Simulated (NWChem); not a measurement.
Everything below was run with NWChem. System: H₄B, charge 0, spin multiplicity 2, at the geometry of a parent with another charge or spin, in a state set for the comparison that need not be this species' ground state. Its SCF solution wasn't tested for a lower state. Level: UMP2/def2-TZVPD, 1 core orbitals frozen.

Input file:

```
start mol
memory heap 200 mb stack 800 mb global 1000 mb
geometry units angstroms nocenter noautoz
  B      0.000000     0.000000    -0.000007
  H      0.000000     1.027753     0.726743
  H      0.000000    -1.027753     0.726743
  H      1.027765     0.000000    -0.726726
  H     -1.027765     0.000000    -0.726726
  symmetry group C2v
end
basis spherical
  * library def2-tzvpd
end
scf
  uhf
  nopen 1
  maxiter 100
  thresh 1e-7
  semidirect memsize 60000000 filesize 0
  # guess.movecs holds the orbitals of an unrestricted PBE0 run
  vectors input guess.movecs output mol.movecs
end
mp2
  freeze core 1
end
task mp2 energy
```

Output (cleaned and shortened):

```
             Northwest Computational Chemistry Package (NWChem) 7.3.0
             --------------------------------------------------------

                                NWChem Input Module
                                -------------------

 Scaling coordinates for geometry "geometry" by  1.889725989
 (inverse scale =  0.529177249)

 Turning off AUTOSYM since
 SYMMETRY directive was detected!

                             Geometry "geometry" -> ""
                             -------------------------

 Output coordinates in angstroms (scale by  1.889725989 to convert to a.u.)

  No.       Tag          Charge          X              Y              Z
 ---- ---------------- ---------- -------------- -------------- --------------
    1 B                    5.0000     0.00000000     0.00000000    -0.00000700
    2 H                    1.0000     0.00000000     1.02775300     0.72674300
    3 H                    1.0000     0.00000000    -1.02775300     0.72674300
    4 H                    1.0000     1.02776500     0.00000000    -0.72672600
    5 H                    1.0000    -1.02776500     0.00000000    -0.72672600

 Effective nuclear repulsion energy (a.u.)       9.9526874138

            Nuclear Dipole moment (a.u.)
            ----------------------------
        X                 Y               Z
 ---------------- ---------------- ----------------
     0.0000000000     0.0000000000    -0.0000018897

      Symmetry information
      --------------------

 Group name             C2v
 Group number             16
 Group order               4
 No. of unique centers     3

      Symmetry unique atoms

     1    2    4


 Summary of "ao basis" -> "" (spherical)
 ------------------------------------------------------------------------------
       Tag                 Description            Shells   Functions and Types
 ---------------- ------------------------------  ------  ---------------------
 *                         def2-tzvpd                 on all atoms

 Summary of "ao basis" -> "ao basis" (spherical)
 ------------------------------------------------------------------------------
       Tag                 Description            Shells   Functions and Types
 ---------------- ------------------------------  ------  ---------------------
 B                         def2-tzvpd               13       37   6s3p3d1f
 H                         def2-tzvpd                5        9   3s2p

                                 NWChem SCF Module
                                 -----------------

  ao basis        = "ao basis"
  functions       =    73
  atoms           =     5
  alpha electrons =     5
  beta  electrons =     4
  charge          =   0.00
  wavefunction    = UHF
  use symmetry    = T
  symmetry adapt  = T

 Summary of "ao basis" -> "ao basis" (spherical)
 ------------------------------------------------------------------------------
       Tag                 Description            Shells   Functions and Types
 ---------------- ------------------------------  ------  ---------------------
 B                         def2-tzvpd               13       37   6s3p3d1f
 H                         def2-tzvpd                5        9   3s2p

      Symmetry analysis of basis
      --------------------------

        a1         31
        a2          8
        b1         17
        b2         17

 Forming initial guess at       0.0s

   Symmetry analysis of molecular orbitals - initial alpha
   -------------------------------------------------------
[...]
    3 H    1     0.56   0.14  0.32  0.09  0.01  0.00
    4 H    1     0.56   0.14  0.32  0.09  0.01  0.00
    5 H    1     0.56   0.14  0.32  0.09  0.01  0.00

   Mulliken analysis of the beta density
   -------------------------------------

    Atom       Charge   Shell Charges
 -----------   ------   -------------------------------------------------------
    1 B    5     2.67   0.46  0.53  0.24  0.34  0.05 -0.00  0.42  0.52  0.09  0.01  0.02  0.00  0.00
    2 H    1     0.33   0.08  0.17  0.07  0.00  0.00
    3 H    1     0.33   0.08  0.17  0.07  0.00  0.00
    4 H    1     0.33   0.08  0.17  0.07  0.00  0.00
    5 H    1     0.33   0.08  0.17  0.07  0.00  0.00

   Mulliken analysis of the spin density
   -------------------------------------

    Atom       Charge   Shell Charges
 -----------   ------   -------------------------------------------------------
    1 B    5     0.08  -0.00  0.00 -0.02 -0.05  0.00 -0.00  0.10  0.04 -0.03  0.01  0.02  0.00  0.00
    2 H    1     0.23   0.06  0.15  0.02  0.00 -0.00
    3 H    1     0.23   0.06  0.15  0.02  0.00 -0.00
    4 H    1     0.23   0.06  0.15  0.02  0.00 -0.00
    5 H    1     0.23   0.06  0.15  0.02  0.00 -0.00

       Multipole analysis of the density wrt the origin
       ------------------------------------------------

     L   x y z        total         alpha         beta         nuclear
     -   - - -        -----         -----         ----         -------
     0   0 0 0     -0.000000     -5.000000     -4.000000      9.000000

     1   1 0 0      0.000000      0.000000     -0.000000      0.000000
     1   0 1 0      0.000000      0.000000      0.000000      0.000000
     1   0 0 1     -0.000001     -0.000017      0.000017     -0.000002

     2   2 0 0     -7.662338     -8.368169     -6.838406      7.544237
     2   1 1 0     -0.000000     -0.000000      0.000000      0.000000
     2   1 0 1     -0.000000     -0.000000     -0.000000      0.000000
     2   0 2 0     -7.662406     -8.368115     -6.838352      7.544061
     2   0 1 1      0.000000      0.000000      0.000000      0.000000
     2   0 0 2     -6.218975     -8.778869     -4.984236      7.544131

                   NWChem MP2 Semi-direct Energy/Gradient Module
                   ---------------------------------------------

  Basis functions       =     73
  Molecular orbitals    =     73
  Frozen core           =      1
  Frozen virtuals       =      0
  Active alpha occupied =      4
  Active beta occupied  =      3
  Active alpha virtual  =     68
  Active beta virtual   =     69
  Use MO symmetry       = T
  Use skeleton AO sym   = T

  AO/Fock/Back tols     =   1.0D-09  1.0D-09  1.0D-09

 GA uses MA = F    GA memory limited = T

 Available:
  local mem=  1.15D+08
 global mem=  1.31D+08
 local disk=  0.00D+00
  mp2_memr nvloc                    68
  nvloc new                    68
   1 passes of   4:        4194304                      24465                   2507075.
   1 passes of   4: M    114684216           G      131061342           F     110489912.

 Semi-direct pass number   1 of   1  for UHF alpha       at        0.8s
  vrange nnbf                  2701
  mp2_eaftype                    10  avail_ma_in_mb                   999
 EAF : mp2_eaftype filesize          10    1253538.
  mp2_eaf for mointskh                     10
Node 0 wrote      5.9 Mb in      0.0 s     Agg I/O rate:  1333.8 Mb/s
 Done moints_semi at        1.8s
  mp2_eaftype                    10  avail_ma_in_mb                   989
 EAF : mp2_eaftype filesize          10    1253538.
  mp2_eaf for kh                    10
 Done maket at        1.9s
 Done multipass loop at        1.9s

 GA uses MA = F    GA memory limited = T

 Available:
  local mem=  1.15D+08
 global mem=  1.31D+08
 local disk=  0.00D+00
  mp2_memr nvloc                    69
  nvloc new                    69
   1 passes of   3:        4194304                      21217                   1910154.
   1 passes of   3: M    114684216           G      131061342           F     110489912.

 Semi-direct pass number   1 of   1  for UHF beta        at        1.9s
  vrange nnbf                  2701
  mp2_eaftype                    10  avail_ma_in_mb                   999
 EAF : mp2_eaftype filesize          10     955077.
  mp2_eaf for mointskh                     10
Node 0 wrote      4.5 Mb in      0.0 s     Agg I/O rate:  1641.0 Mb/s
 Done moints_semi at        2.8s
  mp2_eaftype                    10  avail_ma_in_mb                   989
 EAF : mp2_eaftype filesize          10     955077.
  mp2_eaf for kh                    10
 Done maket at        2.8s
 Done multipass loop at        2.8s

          -------------------------------------------
          SCF energy                 -26.839562407876
          Correlation energy          -0.132967138645
          Singlet pairs                0.000000000000
          Triplet pairs                0.000000000000
          Total MP2 energy           -26.972529546521
          -------------------------------------------

          ---------------------------------------------------
                    Spin Component Scaled (SCS) MP2
          Same spin pairs                     -0.019028957378
          Same spin scaling factor             0.333333333333
          Opposite spin pairs                 -0.113938181267
          Opposite spin scaling fact.          1.200000000000
          SCS-MP2 correlation energy          -0.143068803313
          Total SCS-MP2 energy               -26.982631211189
          ---------------------------------------------------

 -----------------------
 Performance information
 -----------------------

 Timer overhead =  1.51D-07 seconds/call

               Nr. of calls         CPU time (s)                 Wall time (s)                GFlops
             ---------------    -------------------     ------------------------------   -------------------
Name         Min   Avg   Max    Min     Avg     Max     Min     Avg     Max   Mx/calls   Min     Max     Sum
mp2: moin     2     2     2    1.9     1.9     1.9      1.9     1.9     1.9    0.95      0.0     0.0     0.0
mp2: make     2     2     2   8.99E-2 8.99E-2 8.99E-2  8.99E-2 8.99E-2 8.99E-2 4.50E-2   0.0     0.0     0.0
mp2: tota     1     1     1    2.1     2.1     2.1      2.1     2.1     2.1     2.1      0.0     0.0     0.0

 The average no. of pstat calls per process was 5.00D+00
 with a timing overhead of 7.53D-07s

 Task  times  cpu:        2.8s     wall:        2.8s

 Total times  cpu:        2.8s     wall:        2.8s
```
